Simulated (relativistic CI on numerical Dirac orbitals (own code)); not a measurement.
Method of calculation: Dirac-Coulomb-Breit CI, KLI orbitals optimised for each configuration, a model potential for QED, unscaled Slater integrals (own radial code, finite nucleus).

The strongest absorption lines from the ground level of an ion, among the configurations computed and to levels below about 247 eV (vacuum wavelength in nm, gf): 5.9260 (0.33), 5.9269 (0.52), 6.1029 (1), 6.1058 (2), 6.1114 (3), 6.9852 (0.26), 31.522 (0.26), 31.880 (0.39).

**Question.** Which ion is it?
A. Si VI
B. Mg VI
C. Si VIII
D. Ne IV

**Answer.** C. Si VIII has 7 electrons and the ground level 2s2 2p3 4S°_3/2; the strongest line goes to 2s2 2p2 3d 4P_5/2. The pattern of lines fixes the number of electrons, and along that sequence the line energies rise steadily with the charge (about as its square where n changes within one kind of shell, about linearly where n is kept but much faster in heavy ions where fine structure, which grows about as Z⁴, sets the gap, and irregularly where shells cross), which fixes Z. Configurations outside the model, such as inner-shell arrays, can give stronger lines. At this charge configurations can still be misplaced by up to about 7 % of their energy.
